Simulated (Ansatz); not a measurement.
A run for Ansatz (a first-principles code): R-CCSD(T)/aug-cc-pVTZ on C2HNO (a complex), monomers drawn apart or pushed together.

Ansatz 0.2 input:
```yaml
crystal:
  periodic: [false, false, false]
  atoms:
    - {symbol: C, position_ang: [0.49743472, -0.31961376, 0.05101062]}
    - {symbol: O, position_ang: [0.64720353, -0.59820713, -1.02636477]}
    - {symbol: C, position_ang: [0.02354836, 0.51985313, 3.22657884]}
    - {symbol: N, position_ang: [-0.14883001, 0.81429303, 4.32113526]}
    - {symbol: H, position_ang: [0.18392889, 0.24533349, 2.20502894]}
basis:
  gaussian:
    orbitals: aug-cc-pVTZ
magnetization: {spin_polarized: false}
correlation: {method: ccsd_t, electrons: outside_noble_gas}
scf: {lower_state_search: off}
```

Predict the final total energy.

-206.4455 hartree (reference determinant -205.6916, T1 diagnostic 0.016).

How many basis functions does it have, and what does it roughly cost on one machine?

207 functions; roughly 4 core-minutes.
